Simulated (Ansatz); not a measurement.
Consider the isomerisation: `BCS[SiH2]C` → `CB[SiH2]SC`.

Gas-phase electronic energies from Ansatz, PBE0-D4/def2-TZVP geometries. CCSD(T)/CBS is the MP2 limit (def2-TZVPP, def2-QZVPP) plus CCSD(T) − MP2 in def2-TZVPP, frozen cores. DFT in def2-TZVPP. Each species was taken in one conformer, which may not be the lowest.

`BCS[SiH2]C`:

Cartesian coordinates in Å:
```
B -2.531 0.321 -1.481
C -1.264 -0.090 -0.682
S -0.878 0.974 0.741
Si 0.825 -0.046 1.516
C 2.289 -0.014 0.356
H -3.153 1.312 -1.238
H -2.872 -0.385 -2.386
H -1.364 -1.137 -0.369
H -0.436 -0.089 -1.406
H 0.458 -1.463 1.800
H 1.143 0.648 2.791
H 2.057 -0.511 -0.588
H 2.587 1.014 0.140
H 3.139 -0.534 0.807
```

`CB[SiH2]SC`:

```xyz
14

C     1.074   -1.412   -1.953
B     1.561   -0.179   -1.153
Si    0.501    0.709    0.315
S    -1.320   -0.357    0.630
C    -2.048    0.622    1.973
H     0.580   -0.956   -2.831
H     0.315   -2.028   -1.468
H     1.872   -2.036   -2.360
H     2.605    0.336   -1.450
H     1.291    0.746    1.584
H     0.201    2.134   -0.021
H    -2.225    1.649    1.655
H    -1.405    0.613    2.853
H    -3.002    0.160    2.227
```

CCSD(T)/CBS gives +3.5 kcal/mol.

Another level gave +2.7 kcal/mol. Which?
A. SCS-MP2/def2-TZVPP
B. BLYP/def2-TZVPP
C. r2SCAN0/def2-TZVPP
D. revPBE/def2-TZVPP

C. r2SCAN0 2.7, BLYP 1.8, revPBE 0.4, SCS-MP2/def2-TZVPP 4.7 kcal/mol.

Largest T1 diagnostic among the species: 0.011.

At CCSD(T), def2-SVP lies −1.6 kcal/mol from the extrapolated value and def2-TZVPP −0.1 kcal/mol. From BLYP to BHLYP (50 % exact exchange), in def2-TZVPP and without D4, ΔE moves by +1.8 kcal/mol.

CCSD(T)/CBS has its own doubt, a few kJ/mol and more with outer-core shells, so smaller differences from it don't rank the levels.
